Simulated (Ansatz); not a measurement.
Ansatz (an electronic-structure program) input:

Ansatz 0.2 input:
```yaml
crystal:
  periodic: [false, false, false]
  atoms:
    - {symbol: K, position_ang: [-0.00000000, -0.00000000, -0.73765491]}
    - {symbol: F, position_ang: [0.00000000, 0.00000000, 1.55727147]}
basis:
  gaussian:
    orbitals: def2-TZVP
hamiltonian:
  xc: b3lyp
  dispersion: d3bj
total_charge: -1
magnetization: {spin_polarized: true, initial_magnetization: 1}
phonons: {temperatures: {t_min: 298.15, t_max: 298.15, t_step: 100}}
```

### Question
Which total energy does the run end on?

### Answer
-699.88598 Eh (B3LYP-D3(BJ)/def2-TZVP). The basis has 64 functions.
